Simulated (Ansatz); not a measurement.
Two isomers of C2H9BOSi: A = `BC(C)O[SiH3]`, B = `CCBO[SiH3]`.

Computed with Ansatz on PBE0-D4/def2-TZVP structures; ΔE is electronic, products minus reactants. CCSD(T)/CBS is the MP2 limit (def2-TZVPP, def2-QZVPP) plus CCSD(T) − MP2 in def2-TZVPP, frozen cores. DFT in def2-TZVPP. B3LYP here is the variant with VWN-RPA as its local correlation; programs differ in this. One conformer a species, not always the lowest.

Task: Which isomer does CCSD(T)/CBS put lower? Give the gap. (Estimate.)

Result: Computed: B, by 233.5 kJ/mol.

Task: Give E(B) − E(A) in kJ/mol with CCSD(T)/def2-SVP, PBE0-D4, LDA (SPW92), HF/def2-TZVPP, r2SCAN-D4, BLYP-D4, B3LYP. (An estimate is asked.)

Result: The calculation gave: CCSD(T)/def2-SVP -240.7, PBE0-D4 -231.2, LDA (SPW92) -232.4, HF/def2-TZVPP -234.9, r2SCAN-D4 -233.8, BLYP-D4 -226.3, B3LYP -235.5. None reverses the order clearly.

Task: Does the order hold for the free energy at 298.15 K (harmonic terms from PBE0-D4)? (Estimate.)

Result: The calculation gave: Yes: G(B) − G(A) = -226.9 kJ/mol, for one conformer each. Modes under 60 cm⁻¹, often nearly free rotors, make the harmonic entropy too high.

Largest T1 diagnostic: 0.011.

Leaving LDA and LC-ωPBE aside and taking each functional with its dispersion term where it has one, the values, not all of them listed here, spread over 14.6 kJ/mol, from B97M-V to revPBE-D4. From BLYP to BHLYP (50 % exact exchange), in def2-TZVPP and without D4, E(B) − E(A) moves by −3.6 kJ/mol.
